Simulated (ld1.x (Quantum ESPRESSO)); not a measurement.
Reading a pseudo-wave (Ir)

Columns: radius, all-electron u(r) and pseudo u(r) of the 5d shell (level -7.15 eV) of iridium in the configuration [Xe] 4f14 5d7 6s2 6p0; PBE, scalar-relativistic, PAW scheme, ld1.x (Quantum ESPRESSO) 7.5.

```
r (bohr)  all-electron  pseudo
   0.155        0.1738  0.0027
   0.310       -0.3474  0.0209
   0.465       -0.2796  0.0658
   0.620        0.0819  0.1420
   0.775        0.4228  0.2455
   0.930        0.6547  0.3652
   1.085        0.7810  0.4853
   1.240        0.8285  0.5890
   1.395        0.8248  0.6631
   1.550        0.7905  0.7000
   1.705        0.7400  0.7000
   1.860        0.6821  0.6699
   2.015        0.6224  0.6208
   2.170        0.5640  0.5642
   2.325        0.5086  0.5086
   2.480        0.4571  0.4571
   2.635        0.4097  0.4097
   2.790        0.3666  0.3666
   2.945        0.3275  0.3275
   3.100        0.2923  0.2923
   3.255        0.2606  0.2606
   3.410        0.2322  0.2322
   3.565        0.2068  0.2068
   3.720        0.1841  0.1841
   3.875        0.1638  0.1638
   4.030        0.1458  0.1458
```

Problem. How many radial nodes do the two functions have?

Solution. The all-electron 5d function has n − l − 1 = 2; the pseudo-wave has 0, since the states of the same l below it are removed with the core.

Problem. At about which radius was the pseudo-wave matched?

Solution. 2.35 bohr. The columns agree to 0.0005 from 2.17 bohr on; several derivatives are matched, so the curves merge somewhat inside the radius.

Problem. Is the pseudo-wave norm-conserving?

Solution. No, it belongs to a PAW set: the norm inside the radius is not constrained, and the difference is carried by the augmentation charge.
